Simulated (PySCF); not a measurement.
**S⁺: ionisation energy**

S⁺ [Ne] 3s2 3p3 (4S) → S²⁺ [Ne] 3s2 3p2 (3P), as a difference of total energies. All numbers are calculated (PySCF 2.14, scalar relativity by spin-free X2C-1e, in aug-cc-pCVTZ-DK with one added diffuse shell each of s, p, d, f type (9s8p6d4f, 91 functions)). Correlated levels: nothing frozen. The calculations carry no spin-orbit coupling.

```csv
method,ionisation energy (eV),plus first-order spin-orbit estimate,error of that sum (eV)
UHF,22.708,22.646,-0.692
MP2 (all electrons),23.363,23.301,-0.037
SCS-MP2 (all electrons),23.171,23.109,-0.229
CCSD (all electrons),23.286,23.224,-0.114
CCSD(T) (all electrons),23.322,23.259,-0.079
```

Reference: 23.338 eV (measured; NIST Atomic Spectra Database, ionization energies).

A first-order spin-orbit estimate (lowest level to lowest level, LS coupling) adds -0.062 eV.

Errors of the correlated levels include the incompleteness of this basis.
